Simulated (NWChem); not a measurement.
Species: C4H8O; SMILES C[C@@H]1OCC1

```xyz
13

C     -0.0304    -1.8193    -0.2579
C      0.0012    -0.4759     0.4443
C      1.0814     0.5519     0.0332
C     -0.1163     1.4746    -0.2623
O     -1.0588     0.4101    -0.0073
H     -0.9707    -2.3402    -0.0445
H      0.0512    -1.6905    -1.3430
H      0.7976    -2.4525     0.0847
H     -0.0617    -0.6166     1.5341
H      1.7691     0.8784     0.8177
H      1.6548     0.2579    -0.8511
H     -0.2029     1.8623    -1.2849
H     -0.2401     2.3074     0.4439
```
Atoms are numbered in this order, from 1.

Results from NWChem. Pople sets run with spherical d functions. Coordinates come from a B3LYP/6-31G* (spherical d) optimisation. B3LYP is NWChem's, with the RPA form of VWN correlation. Level: B3LYP/6-31G* with SMD (1 M gas to 1 M solution), gas-phase geometry.

For solvent toluene:

| Quantity | Value |
|---|---|
| solvation free energy (kcal/mol) | -3.8 |
| cavity-dispersion-structure term (kcal/mol) | -2.3 |
| dipole in solution (D) | 2.05 |

Estimate the same quantities for solvent water.


| Quantity | Value |
|---|---|
| solvation free energy (kcal/mol) | -2.6 |
| cavity-dispersion-structure term (kcal/mol) | 2.6 |
| dipole in solution (D) | 2.53 |
